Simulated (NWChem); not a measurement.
Molecule: BeSiNH5O; SMILES [O]([Be][NH2])[SiH3]

```xyz
9

Be     0.0016    -1.3254     0.0053
N     -0.0015    -2.8224    -0.0050
H      0.8217    -3.4142    -0.0101
H     -0.8272    -3.4107    -0.0085
O      0.0041     0.0958     0.0138
Si    -0.0011     1.7381    -0.0038
H     -0.1141     2.2511    -1.4042
H      1.2630     2.2689     0.5934
H     -1.1563     2.2644     0.7867
```
Atoms are numbered in this order, from 1.

Computed with NWChem. Coordinates come from a PBE0/def2-SVP optimisation. Ions are spin-unrestricted doublets at the neutral geometry; other ion states weren't tried.

Q: What does the run give for CAM-B3LYP/def2-SVP? Quantities: vertical ionisation energy, ΔSCF (eV); −ε(HOMO) (eV).

A: 
```json
{
  "vertical ionisation energy, ΔSCF (eV)": "9.62",
  "−ε(HOMO) (eV)": "8.41"
}
```
